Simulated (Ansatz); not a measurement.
Molecule: dimethylgermane, C$_{2}$H$_{8}$Ge (charge 0, singlet). 
Coordinates optimised at B3LYP-D3(BJ)/def2-TZVP (Ansatz, a quantum-chemistry and plane-wave program):
```xyz
11

C     -1.6139    -0.6614    -0.3459
Ge    -0.0001     0.3466     0.1540
C      1.6143    -0.6993    -0.2587
H     -2.5123    -0.0876    -0.1198
H     -1.6027    -0.8833    -1.4132
H     -1.6548    -1.6019     0.2040
H     -0.0371     0.6692     1.6643
H      0.0365     1.6837    -0.6189
H      1.6033    -1.6402     0.2920
H      2.5123    -0.1466     0.0158
H      1.6554    -0.9216    -1.3253
```
Charge 0, spin multiplicity 1.

Basis-set convergence of Hartree-Fock and CCSD(T) correlation energies (hartree) with Ansatz. Cores are frozen in the correlated levels unless marked. Spin-orbit coupling is left out. Frozen are the shells of the preceding noble gas and the d and f shells that filled before the atom's block. Non-relativistic.

| basis | functions | E(HF) | E(corr, CCSD(T)) |
|---|---|---|---|
| cc-pVDZ | 95 | -2155.73233 | -0.46461 |
| cc-pVTZ | 215 | -2155.83309 | -0.55597 |
| cc-pVQZ | 418 | -2155.84204 | -0.58224 |

Extrapolating the two largest sets (X = 3 and 4) as X^-3: E(corr) = (64·(-0.58224) - 27·(-0.55597))/37 = -0.6014 Eh, an estimate of the basis-set limit. The largest set recovers 96.8 % of it, the smallest 77.3 %.
